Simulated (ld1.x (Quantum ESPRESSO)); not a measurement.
zirconium, TM: configuration errors across variants

- Element: Zr (Z = 40)
- Generator: ld1.x (Quantum ESPRESSO) 7.5
- Type: norm-conserving Troullier–Martins (Kleinman–Bylander form)
- Functional: PBEsol
- Relativity: scalar-relativistic
- Frozen core: [Ar] 3d10
- Valence charge: 12
- Reference configuration: 4s2 4p6 4d2 5s2 5p0
- Partial waves: 4p (bound): rc 2.35 bohr; 4d (bound): rc 1.90 bohr; 4s (bound): rc 1.95 bohr
- Local potential: the s channel
- Core correction: none

Occupied shells without a wave of their own: 5s. They enter only through the test configuration that unscreens the potential.

All-electron excitation energies from the reference (eV): (1) 4s2 4p6 4d2 5s1 5p0 7.171; (2) 4s2 4p6 4d2 5s0 5p0 20.080; (3) 4s2 4p6 4d1 5s0 5p0 42.665; (4) 4s2 4p6 4d1 5s2 5p1 3.023; (5) 4s2 4p6 4d2 5s1 5p1 3.074; (6) 4s2 4p6 4d2 5s0 5p1 10.916; (7) 4s2 4p6 4d0 5s0 5p0 76.834.

For the base: The 5s level has no wave, so the channel is fitted at the deeper level alone: the likely source of the large errors.

The file “base” misses its own reference levels by 1.0 eV. The file “wave 4p (bound): rc 2.35 bohr becomes 4p (bound): rc 1.58 bohr” misses its own reference levels by 1.0 eV. The file “wave 4p (bound): rc 2.35 bohr becomes 4p (bound): rc 1.90 bohr” misses its own reference levels by 1.0 eV. The file “wave 4p (bound): rc 2.35 bohr becomes 4p (bound): rc 2.42 bohr” misses its own reference levels by 1.0 eV. The file “wave 4p (bound): rc 2.35 bohr becomes 4p (bound): rc 2.72 bohr” misses its own reference levels by 1.0 eV. The file “wave 4p (bound): rc 2.35 bohr becomes 4p (bound): rc 2.90 bohr” misses its own reference levels by 1.0 eV. The file “wave 4p (bound): rc 2.35 bohr becomes 4p (bound): rc 3.18 bohr” misses its own reference levels by 1.0 eV. The file “wave 4p (bound): rc 2.35 bohr becomes 4p (bound): rc 3.54 bohr” misses its own reference levels by 1.0 eV.

Errors AE − PS in meV (a dash: test not solved or not reliable):

| change | (1) | (2) | (3) | (4) | (5) | (6) | (7) | bound ghosts |
| --- | --- | --- | --- | --- | --- | --- | --- | --- |
| base | -1238 | -3180 | -4414 | +379 | -786 | -2217 | -6049 | none |
| wave 4p (bound): rc 2.35 bohr becomes 4p (bound): rc 1.58 bohr | -1238 | -3180 | -4420 | +295 | -851 | -2334 | -6085 | none |
| wave 4p (bound): rc 2.35 bohr becomes 4p (bound): rc 1.90 bohr | -1238 | -3181 | -4417 | +332 | -822 | -2282 | -6068 | none |
| wave 4p (bound): rc 2.35 bohr becomes 4p (bound): rc 2.42 bohr | -1238 | -3180 | -4414 | +378 | -787 | -2219 | -6049 | none |
| wave 4p (bound): rc 2.35 bohr becomes 4p (bound): rc 2.72 bohr | -1238 | -3181 | -4418 | +328 | -825 | -2285 | -6072 | none |
| wave 4p (bound): rc 2.35 bohr becomes 4p (bound): rc 2.90 bohr | -1238 | -3181 | -4423 | +286 | -857 | -2342 | -6092 | none |
| wave 4p (bound): rc 2.35 bohr becomes 4p (bound): rc 3.18 bohr | -1238 | -3183 | -4439 | +160 | -954 | -2510 | -6156 | none |
| wave 4p (bound): rc 2.35 bohr becomes 4p (bound): rc 3.54 bohr | -1238 | -3188 | -4468 | -5.0 | -1083 | -2732 | -6245 | none |

Give the same row for: wave 4p (bound): rc 2.35 bohr becomes 4p (bound): rc 2.16 bohr.

-1238, -3180, -4415, +366, -796, -2235, -6054; bound ghosts: none.
